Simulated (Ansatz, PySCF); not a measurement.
Gas-phase reaction in SMILES: [CH3][GeH2][CH3] [dimethylgermane] -> [CH3][GeH][CH3] + H atom (the Ge-H bond at the site shown breaks; other sites are not compared here)
Structures are relaxed separately at B3LYP-D3(BJ)/def2-TZVP in Ansatz (an electronic-structure program).

Wanted: bond dissociation energy (enthalpy at 298 K, with B3LYP-D3(BJ) rigid-rotor harmonic-oscillator terms from PySCF), in eV. Cores are frozen in the correlated levels unless marked. UHF or UKS for open shells. No spin-orbit coupling. Frozen are the shells of the preceding noble gas and the d and f shells that filled before the atom's block. No relativistic terms. CBS marks a two-point X^-3 extrapolation of the correlation energy; Hartree-Fock from the larger set. [CCSD(T)-MP2]/basis is that difference in the basis named.

```
level                                                                 program  bond dissociation energy (eV)  minus last row
-------------------------------------------------------------  --------------  -----------------------------  --------------
HF/6-31G*                                                              Ansatz                           2.84           -0.89
HF/cc-pVTZ                                                             Ansatz                           2.86           -0.87
PBE-D4/def2-TZVPD                                              Ansatz + dftd4                           3.53           -0.20
BLYP/def2-TZVPD                                                        Ansatz                           3.55           -0.18
revPBE/def2-TZVPD                                                      Ansatz                           3.45           -0.28
B3LYP-D3(BJ)/def2-TZVPD                                        Ansatz + dftd3                           3.67           -0.06
PBE0/STO-3G                                                            Ansatz                           5.26            1.53
PBE0-D3(BJ)/def2-TZVP                                          Ansatz + dftd3                           3.58           -0.15
CAM-B3LYP-D4/def2-TZVPD                                        Ansatz + dftd4                           3.72           -0.01
B2PLYP-D4/def2-TZVPD                                           Ansatz + dftd4                           3.64           -0.09
B2PLYP/def2-TZVPD                                                      Ansatz                           3.63           -0.10
PBE-QIDH/def2-TZVPD                                                    Ansatz                           3.60           -0.13
MP2/cc-pVDZ                                                            Ansatz                           3.44           -0.29
MP2/cc-pVTZ                                                            Ansatz                           3.56           -0.17
MP2/aug-cc-pVQZ                                                        Ansatz                           3.61           -0.12
SCS-MP2/aug-cc-pVTZ                                                    Ansatz                           3.69           -0.04
SCS-MP2/cc-pVTZ                                                        Ansatz                           3.68           -0.05
CCSD/STO-3G                                                            Ansatz                           4.76            1.03
CCSD(T)/cc-pVQZ                                                        Ansatz                           3.71           -0.02
RI-MP2/CBS(aug-cc-pVTZ,aug-cc-pVQZ)+[CCSD(T)-MP2]/aug-cc-pVDZ          Ansatz                           3.76            0.03
CCSD(T)/CBS(aug-cc-pVTZ,aug-cc-pVQZ)                                   Ansatz                           3.73            0.00
```
